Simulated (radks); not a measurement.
Spherical quantum dot in the effective-mass picture: electrons in a well V = -V0 / (1 + exp((r - R)/a)) with V0 = 29.1, R = 1.86, a = 0.12, all in effective atomic units (hartree* = m*/eps^2 hartree, bohr* = eps/m* bohr), one dielectric constant everywhere. Calculated with a radial shooting solver with Libxc functionals: non-relativistic Kohn-Sham, PBE, spin-polarised, spherical densities. Levels are named by radial order and angular momentum (1s, 1p, 1d, 2s, ...), and open shells are averaged over m.

N = 27, configuration 1s2 1p6 1d10 2s(up 1, down 0) 1f(up 7, down 1). This is the lowest configuration that the search found. Occupied and some empty levels:

level,occupation,eigenvalue (hartree*),<r> (bohr*)
1s up,1,-8.5049,1.166
1s down,1,-8.3496,1.170
1p up,3,-7.5847,1.262
1p down,3,-7.4385,1.260
1d up,5,-6.1677,1.333
1d down,5,-6.0172,1.331
1f up,7,-4.3332,1.391
2s up,1,-4.2644,0.9195
1f down,1,-4.1766,1.390
2s down,0,-3.9711,0.9371
1g up,0,-2.1301,1.441
1g down,0,-1.9688,1.441
2p up,0,-1.8513,1.075
2p down,0,-1.6740,1.086

Energy (hartree*): total -407.938, kinetic 103.09, external -740.73, Hartree 253.59, exchange-correlation -23.893.
